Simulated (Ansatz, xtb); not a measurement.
## Relative energy of two isomers of C5H7F3O

Structure I is `COC1(C(F)(F)F)CC1`, a singlet and structure II is `CO[C@@H]1C[C@@H]1C(F)(F)F`, a singlet. Both are isolated molecules in the gas phase, relaxed with B3LYP/def2-SVP; the shapes shown needn't be the lowest conformers.

I (Å):

```xyz
16

C     0.5692   -0.9513    0.1221
C     0.8369    1.2077   -0.8775
C     0.4668    2.1913    0.2157
C     1.3921    1.7563   -2.1583
C     0.0011    1.1696   -2.1339
F    -0.4844    1.6950    1.0346
F     1.5227    2.4990    0.9793
F    -0.0162    3.3406   -0.2969
O     1.4288    0.0444   -0.4102
H    -0.2687   -1.1752   -0.5630
H     1.1781   -1.8581    0.2453
H     0.1531   -0.6640    1.1016
H     1.4999    2.8385   -2.2600
H     2.1908    1.1573   -2.6013
H    -0.1438    0.1840   -2.5834
H    -0.8518    1.8477   -2.2175
```

II (Å):

```xyz
16

C    -2.9420   -1.4302   -0.2931
C    -1.2456   -1.0105    1.2715
C    -0.0459   -0.2049    1.6365
C     0.1408   -1.5074    0.8861
C     0.6407   -1.5044   -0.5283
F     0.1219   -2.5341   -1.2356
F     0.3490   -0.3785   -1.1954
F     1.9797   -1.6549   -0.5622
O    -2.1066   -0.4772    0.3338
H    -2.3592   -2.1832   -0.8521
H    -3.5815   -1.9542    0.4437
H    -3.5882   -0.8842   -0.9944
H    -1.7380   -1.5907    2.0673
H     0.2740   -0.1525    2.6798
H     0.0953    0.7094    1.0542
H     0.5282   -2.3698    1.4370
```

Quicker runs give these differences E(II) − E(I): GFN2-xTB −1.19 kJ/mol; HF/STO-3G −1.98 kJ/mol (at GFN2-xTB geometries); r2SCAN-D4/def2-SVP +0.48 kJ/mol (at GFN2-xTB geometries).

Q: Estimate E(II) − E(I) at the level CCSD(T)/def2-SVP + ΔMP2/def2-TZVPP.

A: CCSD(T)/def2-SVP + ΔMP2/def2-TZVPP gives E(II) − E(I) = +4.36 kJ/mol, slightly favouring structure I, which is too small a margin to settle the true order.

Level by level:

```
                             level        geometry  E(II) − E(I) (kJ/mol)  departure from the last row (kJ/mol)  job, with rough time for the two
                          GFN2-xTB        GFN2-xTB                   −1.19                                 −5.55              optimisation, 0.66 s
                         HF/STO-3G        GFN2-xTB                   −1.98                                 −6.34               single point, 2.1 s
                r2SCAN-D4/def2-SVP        GFN2-xTB                   +0.48                                 −3.88                single point, 13 s
                    B3LYP/def2-SVP  B3LYP/def2-SVP                   −0.54                                 −4.90             optimisation, 4.3 min
                       HF/def2-SVP  B3LYP/def2-SVP                   −1.04                                 −5.40           part of the CCSD(T) run
                      MP2/def2-SVP  B3LYP/def2-SVP                   +4.43                                 +0.07           part of the CCSD(T) run
                  CCSD(T)/def2-SVP  B3LYP/def2-SVP                   +4.34                                 −0.02                      single point
CCSD(T)/def2-SVP + ΔMP2/def2-TZVPP  B3LYP/def2-SVP                   +4.36                                                   single point, 9.5 min
```

As drawn, both hold the same kinds of bond in the same numbers.

GFN2-xTB, HF/STO-3G, r2SCAN-D4/def2-SVP, B3LYP/def2-SVP, HF/def2-SVP find them nearly level. The largest departure from CCSD(T)/def2-SVP + ΔMP2/def2-TZVPP is that of HF/STO-3G, 6.34 kJ/mol. The last row adds to CCSD(T) the change of the MP2 difference between the two basis sets, here +0.02 kJ/mol.

With thermal terms from frequencies at re-optimised GFN2-xTB minima (ideal gas, soft modes damped towards free rotors, one conformer each, 298.15 K, 1 atm): the zero-point term adds +0.31 kJ/mol; ΔH is +4.42 and ΔG +4.35 kJ/mol.

The correlated steps freeze 9 core orbitals. Mirror images aren't counted in ΔG. Run with Ansatz 0.2.0, xtb 6.7.1; the last row on 2 threads of Intel(R) Xeon(R) Processor @ 2.50GHz (Skylake/Cascade Lake) on a shared host.
